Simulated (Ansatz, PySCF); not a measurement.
Reaction (SMILES): C=O (CH2O) → [CH-]=O + H+
Geometries: B3LYP-D3(BJ)/def2-TZVP minima from Ansatz (a quantum-chemistry and plane-wave program).
Geometry of the first species:
SMILES: C=O
```xyz
4

O     -0.0009    -0.0102     0.6728
C      0.0007     0.0079    -0.5259
H     -0.0027     0.9554    -1.0993
H      0.0057    -0.9218    -1.1276
```
Charge 0, spin multiplicity 1.

Property: gas-phase deprotonation energy (enthalpy at 298 K, with B3LYP-D3(BJ) rigid-rotor harmonic-oscillator terms from PySCF), in kcal/mol. Cores are frozen in the correlated levels unless marked. Spin-orbit coupling is left out. No relativistic terms. FCI takes restricted orbitals. Anions need diffuse functions: def2-D sets add few; the other sets have none. CBS marks a two-point X^-3 extrapolation of the correlation energy; Hartree-Fock from the larger set.

```csv
level,program,gas-phase deprotonation energy (kcal/mol)
HF-D4/def2-TZVPD,PySCF + dftd4,400.9
revPBE-D4/def2-TZVPD,Ansatz + dftd4,(withheld)
BP86-D3(BJ)/def2-TZVPD,PySCF + dftd3,391.6
TPSS/def2-TZVPD,PySCF,(withheld)
B3LYP/def2-TZVPD,Ansatz,(withheld)
PBE0/6-31G*,Ansatz,(withheld)
PBE0/def2-TZVP,Ansatz,399.3
RPA@PBE/cc-pVQZ,Ansatz,402.2
SCS-MP2/6-31G,Ansatz,415.3
SCS-MP2/def2-SVPD,Ansatz,400.6
SCS-MP2/def2-QZVPPD,Ansatz,398.4
CCSD/6-31G,Ansatz,415.1
FCI/STO-3G,Ansatz,525.4
"CCSD(T)/CBS(def2-TZVPPD,def2-QZVPPD)",Ansatz,396.0
```

Complete the blanks.


- revPBE-D4/def2-TZVPD, gas-phase deprotonation energy (kcal/mol): 393.3
- TPSS/def2-TZVPD, gas-phase deprotonation energy (kcal/mol): 395.7
- B3LYP/def2-TZVPD, gas-phase deprotonation energy (kcal/mol): 394.2
- PBE0/6-31G*, gas-phase deprotonation energy (kcal/mol): 414.1
